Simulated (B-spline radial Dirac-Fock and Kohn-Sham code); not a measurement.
L1 emission of Xe⁴⁺

System: the Xe⁴⁺ ion, [Kr] 4d10 5s2 5p2, inside a Watson sphere of charge -4 and radius 2.2 Å (a model of the Madelung potential; inside it an electron's potential energy is raised by 26.2 eV).

The run's input, task.json:

```json
{"items": [{
  "Z": 54,
  "q": 4,
  "cfg": [[1, 0, 2], [2, 0, 2], [2, 1, 6], [3, 0, 2], [3, 1, 6], [3, 2, 10], [4, 0, 2], [4, 1, 6], [4, 2, 10], [5, 0, 2], [5, 1, 2]],
  "A": 132,
  "rrms": 4.7859,
  "watson": [-4, 2.2],
  "do": ["binding", "quiet", "decay"],
  "holes": ["K", "L1", "L2", "L3", "M1", "M2", "M3", "M4", "M5", "N1", "N2", "N3", "N4", "N5"]
}]}
```

Launch: `python xray_run.py task.json out`

Level of theory: independent-particle radiative and Coulomb Auger rates from relativistic LDA hole-state orbitals, with Dirac-Fock energies; a B-spline atomic structure program.

```tsv
line	multipole	energy (eV)	width (meV)	share (%)
L1-L2	E1	351.3	0.101	0.0606
L1-L3	E1	671.7	1.53	0.917
Lβ4 (L1-M2)	E1	4454.0	51.1	30.7
Lβ3 (L1-M3)	E1	4516.2	80.7	48.4
L1-M4	E2	4770.2	0.784	0.470
L1-M5	E2	4782.8	1.17	0.701
Lγ2 (L1-N2)	E1	5291.4	11.2	6.73
Lγ3 (L1-N3)	E1	5303.8	18.2	10.9
L1-N4	E2	5392.3	0.0953	0.0571
L1-N5	E2	5394.3	0.145	0.0869
L1-O2	E1	5455.6	0.651	0.390
Lγ4 (L1-O3)	E1	5457.4	1.07	0.644
```

The listed lines hold 100.0 % of the radiative rate. The radiative width is 0.167 eV in the length form and 0.167 eV in the velocity form; the two differ because the transition energies are not eigenvalue differences of the potential that gave the orbitals.

Values without a named source are computed, but for edge energies of neutral atoms, which are taken from tables.
